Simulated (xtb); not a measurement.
xtb job for In(H)(vinyl)(OH) (C2H5InO), SMILES C=[CH][InH][OH], GFN2-xTB. 

```
$ xtb mol.xyz --gfn 2 --sp --chrg 0 --uhf 0 --json
$ cat mol.xyz
9

In    -0.41751204     0.30296508    -0.01388540
H     -1.88982146     1.11469234    -0.36480679
C      0.55611476    -1.37333921    -1.08977191
C      1.70660326    -1.86382140    -0.67281259
H      0.05796889    -1.77128404    -1.96189951
H      2.21216708    -2.68188259    -1.17213298
H      2.21283884    -1.46819758     0.20306068
O      0.38489569     1.07717179     1.57591717
H      1.20946261     0.76697246     1.94433283
```

Program output:

```
[banner left out]
          |                Calculation Setup                |
           -------------------------------------------------



           -------------------------------------------------
          |                 G F N 2 - x T B                 |
           -------------------------------------------------

        Reference                      10.1021/acs.jctc.8b01176
      * Hamiltonian:
        H0-scaling (s, p, d)           1.850000    2.230000    2.230000
        zeta-weighting                 0.500000
      * Dispersion:
        s8                             2.700000
        a1                             0.520000
        a2                             5.000000
        s9                             5.000000
      * Repulsion:
        kExp                           1.500000    1.000000
        rExp                           1.000000
      * Coulomb:
        alpha                          2.000000
        third order                    shell-resolved
        anisotropic                    true
        a3                             3.000000
        a5                             4.000000
        cn-shift                       1.200000
        cn-exp                         4.000000
        max-rad                        5.000000


          ...................................................
          :                      SETUP                      :
          :.................................................:
          :  # basis functions                  27          :
          :  # atomic orbitals                  26          :
          :  # shells                           14          :
          :  # electrons                        22          :
          :  max. iterations                   250          :
          :  Hamiltonian                  GFN2-xTB          :
          :  restarted?                      false          :
          :  GBSA solvation                  false          :
          :  PC potential                    false          :
          :  electronic temp.          300.0000000     K    :
          :  accuracy                    1.0000000          :
          :  -> integral cutoff          0.2500000E+02      :
          :  -> integral neglect         0.1000000E-07      :
          :  -> SCF convergence          0.1000000E-05 Eh   :
          :  -> wf. convergence          0.1000000E-03 e    :
          :  Broyden damping             0.4000000          :
          :  net charge                          0          :
          :  unpaired electrons                  0          :
          ...................................................

 iter      E             dE          RMSdq      gap      omega  full diag
   1    -12.0363441 -0.120363E+02  0.151E+01    3.49       0.0  T
   2    -12.1125271 -0.761829E-01  0.804E+00    3.68       1.0  T
   3    -12.1387802 -0.262532E-01  0.645E+00    3.76       1.0  T
   4    -12.1339236  0.485667E-02  0.284E+00    3.74       1.0  T
   5    -12.1781279 -0.442043E-01  0.125E+00    3.76       1.0  T
   6    -12.1794670 -0.133913E-02  0.183E-01    3.81       1.0  T
   7    -12.1795004 -0.333828E-04  0.402E-02    3.80       1.0  T
   8    -12.1795003  0.142542E-06  0.312E-02    3.80       1.1  T
   9    -12.1795009 -0.651183E-06  0.741E-03    3.80       4.5  T
  10    -12.1795010 -0.799365E-07  0.227E-03    3.80      14.7  T
  11    -12.1795010 -0.241595E-08  0.213E-04    3.80     156.7  T
  12    -12.1795010 -0.761418E-10  0.721E-05    3.80     462.4  T

   *** convergence criteria satisfied after 12 iterations ***

         #    Occupation            Energy/Eh            Energy/eV
      -------------------------------------------------------------
         1        2.0000           -0.6470874             -17.6081
       ...           ...                  ...                  ...
         5        2.0000           -0.5167891             -14.0625
         6        2.0000           -0.4974341             -13.5359
         7        2.0000           -0.4729419             -12.8694
         8        2.0000           -0.4371977             -11.8968
         9        2.0000           -0.4294697             -11.6865
        10        2.0000           -0.4250673             -11.5667
        11        2.0000           -0.3948971             -10.7457 (HOMO)
        12                         -0.2552686              -6.9462 (LUMO)
        13                         -0.2390035              -6.5036
        14                         -0.1385081              -3.7690
        15                         -0.0402493              -1.0952
        16                         -0.0239671              -0.6522
       ...                                ...                  ...
        26                          0.7610949              20.7104
      -------------------------------------------------------------
                  HL-Gap            0.1396285 Eh            3.7995 eV
             Fermi-level           -0.3250828 Eh           -8.8460 eV

 SCC (total)                   0 d,  0 h,  0 min,  0.005 sec
 SCC setup                      ...        0 min,  0.000 sec (  1.484%)
 Dispersion                     ...        0 min,  0.000 sec (  0.796%)
 classical contributions        ...        0 min,  0.000 sec (  0.310%)
 integral evaluation            ...        0 min,  0.001 sec ( 16.320%)
 iterations                     ...        0 min,  0.003 sec ( 50.306%)
 molecular gradient             ...        0 min,  0.002 sec ( 28.338%)
 printout                       ...        0 min,  0.000 sec (  2.264%)

         :::::::::::::::::::::::::::::::::::::::::::::::::::::
         ::                     SUMMARY                     ::
         :::::::::::::::::::::::::::::::::::::::::::::::::::::
         :: total energy             -12.045787140562 Eh    ::
         :: gradient norm              0.000148811105 Eh/a0 ::
         :: HOMO-LUMO gap              3.799485258477 eV    ::
         ::.................................................::
         :: SCC energy               -12.179497400192 Eh    ::
         :: -> isotropic ES            0.046363053036 Eh    ::
         :: -> anisotropic ES         -0.000302694215 Eh    ::
         :: -> anisotropic XC          0.005222620083 Eh    ::
         :: -> dispersion             -0.004071940941 Eh    ::
         :: repulsion energy           0.133710259630 Eh    ::
         :: add. restraining           0.000000000000 Eh    ::
         :: total charge               0.000000000000 e     ::
         :::::::::::::::::::::::::::::::::::::::::::::::::::::

           -------------------------------------------------
          |                Property Printout                |
           -------------------------------------------------

    * Orbital Energies and Occupations

         #    Occupation            Energy/Eh            Energy/eV
      -------------------------------------------------------------
         1        2.0000           -0.6470874             -17.6081
         2        2.0000           -0.6269394             -17.0599
         3        2.0000           -0.5692531             -15.4902
         4        2.0000           -0.5523328             -15.0297
         5        2.0000           -0.5167891             -14.0625
         6        2.0000           -0.4974341             -13.5359
         7        2.0000           -0.4729419             -12.8694
         8        2.0000           -0.4371977             -11.8968
         9        2.0000           -0.4294697             -11.6865
        10        2.0000           -0.4250673             -11.5667
        11        2.0000           -0.3948971             -10.7457 (HOMO)
        12                         -0.2552686              -6.9462 (LUMO)
        13                         -0.2390035              -6.5036
        14                         -0.1385081              -3.7690
        15                         -0.0402493              -1.0952
        16                         -0.0239671              -0.6522
        17                         -0.0167508              -0.4558
        18                          0.0331701               0.9026
        19                          0.0810302               2.2049
        20                          0.1640978               4.4653
        21                          0.1959186               5.3312
        22                          0.2517039               6.8492
       ...                                ...                  ...
        26                          0.7610949              20.7104
      -------------------------------------------------------------
                  HL-Gap            0.1396285 Eh            3.7995 eV
             Fermi-level           -0.3250828 Eh           -8.8460 eV

     #   Z          covCN         q      C6AA      α(0)
     1  49 In       2.565     0.230   274.887    31.473
     2   1 H        0.903    -0.036     3.776     3.040
     3   6 C        2.754    -0.082    30.040     8.975
     4   6 C        2.883    -0.062    29.532     8.909
     5   1 H        0.926     0.066     2.135     2.285
     6   1 H        0.925     0.054     2.267     2.355
     7   1 H        0.925     0.072     2.065     2.247
     8   8 O        1.558    -0.535    23.738     6.574
     9   1 H        0.817     0.294     0.736     1.346

 Mol. C6AA /au·bohr⁶  :       1548.233829
 Mol. C8AA /au·bohr⁸  :      93539.363712
 Mol. α(0) /au        :         67.204294


Wiberg/Mayer (AO) data.
largest (>0.10) Wiberg bond orders for each atom

 ---------------------------------------------------------------------------
     #   Z sym  total        # sym  WBO       # sym  WBO       # sym  WBO
 ---------------------------------------------------------------------------
     1  49 In   2.718 --     8 O    1.056     3 C    0.737     2 H    0.695
                             4 C    0.108
     2   1 H    0.985 --     1 In   0.695     3 C    0.196
     3   6 C    3.966 --     4 C    1.987     5 H    0.937     1 In   0.737
                             2 H    0.196     8 O    0.108
     4   6 C    3.994 --     3 C    1.987     6 H    0.954     7 H    0.936
                             1 In   0.108
     5   1 H    0.996 --     3 C    0.937
     6   1 H    0.983 --     4 C    0.954
     7   1 H    0.995 --     4 C    0.936
     8   8 O    2.133 --     1 In   1.056     9 H    0.876     3 C    0.108
     9   1 H    0.913 --     8 O    0.876
 ---------------------------------------------------------------------------

Topologies differ in total number of bonds
Writing topology from bond orders to xtbtopo.mol

molecular dipole:
                 x           y           z       tot (Debye)
 q only:        0.481      -0.870      -0.581
   full:        0.569      -0.981      -0.631       3.299
molecular quadrupole (traceless):
                xx          xy          yy          xz          yz          zz
 q only:        2.604      -1.096      -1.499       1.870      -1.500      -1.105
  q+dip:        3.619      -2.461      -2.081       3.054      -0.847      -1.538
   full:        2.494       0.697      -1.746       1.572      -3.211      -0.748


           -------------------------------------------------
          | TOTAL ENERGY              -12.045787140562 Eh   |
          | GRADIENT NORM               0.000148811105 Eh/α |
          | HOMO-LUMO GAP               3.799485258477 eV   |
           -------------------------------------------------

------------------------------------------------------------------------
------------------------------------------------------------------------
 total:
 SCF:
Note: The following floating-point exceptions are signalling: IEEE_UNDERFLOW_FLAG IEEE_DENORMAL
normal termination of xtb
```

The run converged.
